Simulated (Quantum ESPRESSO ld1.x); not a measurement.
Results of a calculation; reference values are marked as such.
Question: The table gives one normalised radial function P(r) = r R(r) of Fe5+ in [Ne] 3s2 3p4 3d3 4s2 (r in bohr). Code: ld1.x of Quantum ESPRESSO 7.5. Model: scalar-relativistic Kohn-Sham, RPBE, spin-unpolarised, spherical densities, point nucleus.

r             P
0.007581  0.0001
0.009951  0.0002
0.01306   0.0004
0.01728   0.0009
0.02268   0.0020
0.02977   0.0043
0.03908   0.0089
0.0513    0.0183
0.06733   0.0363
0.08909   0.0713
0.1169    0.1314
0.1535    0.2302
0.2015    0.3787
0.2645    0.5775
0.3499    0.8117
0.4593    1.0154
0.6028    1.1209
0.7913    1.0583
1.039     0.8269
1.374     0.5068
1.804     0.2387
2.368     0.0777
3.108     0.0157
4.079     0.0017
5.397     0.0001
7.084     0.0000
9.299     0.0000

Which n and l does it have? It may be an empty orbital.

Answer: n = 3, l = 2: the number of nodes gives n - l - 1 = 0, the rise at small r (about r^(l+1)) gives l, and the extent must fit the shell. The curve is that of 3d. 3d: eigenvalue -105.36 eV, 0 radial nodes, <r> = 0.803 bohr, 90 % of the charge inside 1.28 bohr.
